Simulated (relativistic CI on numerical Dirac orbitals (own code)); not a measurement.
How well does a small relativistic CI reproduce Cs V?

Method of calculation: Dirac-Coulomb-Breit CI, separate exchange-only KLI orbitals for each configuration, model QED (radiative potential, 1s self-energy scaled to tabulated hydrogen-like ionisation energies), valence Slater integrals scaled by 0.85, configuration energies shifted to the measured levels that pair with them (semi-empirical) (own radial code, finite nucleus).

Configuration list (outside the closed core [Kr] 4d10): 5s²5p³, 5s5p⁴, 5s²5p²5d, 5s²5p²6s, 5p⁵, 5s²5p5d², 5s²5p4f², 5s5p³5d, 5s²5p²4f, 5s²5p²5f, 5s²5p²5g, 5s²5p²6p, 5s²5p4f5d, 5s5p³5f, 5p³5d², 5p³4f², 5s²5p5f², 5s5p³5g, 5s²5p²6d, 5s²5p²7s, 5s5p³4f, 5s²5p²7p, 5s²5p5g², 5p⁴5d, 5p⁴4f, 5s5p³6s, 5s5p²4f5d, 5s²5p²6f, 5s²5p²7d, 5s5p²5d². Levels of other configurations are missing.

```tsv
Configuration	Term (tabulated)	J	Measured (cm⁻¹)	Computed	Error	Purity (%)
5s²5p³	4S°	3/2	0.0	0	0	76
5s²5p³	2D°	3/2	15077.4	14850	-228	68
5s²5p³	2D°	5/2	20373.5	20163	-211	96
5s²5p³	2P°	1/2	31951.1	30791	-1160	96
5s²5p³	2P°	3/2	42273.7	41042	-1231	67
5s²5p²5d	4F	3/2	157903.0	157187	-716	75
5s²5p²5d	4F	5/2	160327.9	160090	-238	62
5s²5p²5d	2F	5/2	166800.2	166522	-278	67
5s²5p²5d	4F	7/2	167231.1	166792	-439	76
5s²5p²5d	4D	3/2	171936.7	170881	-1055	78
5s²5p²5d	4P	5/2	187619.8	189637	2017	72
5s²5p²5d	4P	3/2	189992.1	192045	2053	56
5s²5p²5d	4P	1/2	191236.7	193091	1855	60
5s²5p²5d	2D	3/2	195328.4	195330	2	66
5s²5p²5d	2D	5/2	199403.5	201613	2209	69
5s²5p²6s	4P	1/2	200123.6	200115	-8	63
5s²5p²5d	2D	3/2	206375.9	207806	1430	59
5s²5p²5d	2D	5/2	211084.4	210495	-589	78
5s²5p²6s	4P	3/2	211476.1	211224	-252	85
5s²5p²6s	2P	1/2	216635.5	216622	-14	61
5s²5p²6s	4P	5/2	217754.6	217758	3	70
5s²5p²5d	2D	3/2	223839.4	226854	3014	90
5s²5p²6s	2D	5/2	235192.8	236215	1022	71
5s²5p²6s	2S	1/2	252603.3	254401	1798	88
```

Measured levels from Sansonetti, J. Phys. Chem. Ref. Data 38, 761 (2009); pairs were made by configuration, J and term (by order where the table uses no LS term), so strongly mixed levels may be paired wrongly.

Mean error by configuration (cm⁻¹): 5s²5p³ -707; 5s²5p²5d 713; 5s²5p²6s 425. Over the excited levels the mean absolute error is 949 cm⁻¹ (23 of the 44 excited levels that our extract of the source holds in range could be paired, and the others can miss by more), and the median relative error of those above 1,000 cm⁻¹ is 0.61 %, both after the shifts were fitted to these levels, so that a configuration with one level shows no error.

Configurations whose levels could be paired with our table of measured levels were shifted onto them, all but the ground configuration, by the median error of their levels; single terms can still be off by 1,000 to 2,000 cm⁻¹ or more, and rates follow the energies as ν³ (E1, M1) or ν⁵ (E2). The others borrow a shift and can be off by several thousand cm⁻¹ or more. Levels and lines within the n = 5 or 6 shells can be off by up to 10 % or somewhat more, and those that change n by about 2 %, since core polarisation is missing. 23 of the 44 excited levels that our extract of the measured tables holds in this range could be paired (the sources list more); they are missed by 949 cm⁻¹ on average and 3014 at most, after the shifts were fitted to these levels, and levels without a partner can miss by more. The lowest levels of unpaired configurations miss by -10144 (5s 5p4). Levels that differ in their count of f electrons can be misplaced by several ten thousand cm⁻¹, since the correlation energy of f electrons is missing or only estimated; rates across such gaps can be off by orders of magnitude.

Shifts applied (cm⁻¹): 5s²5p³ 0; 5s²5p²5d -3197; 5s²5p²6s -12719.
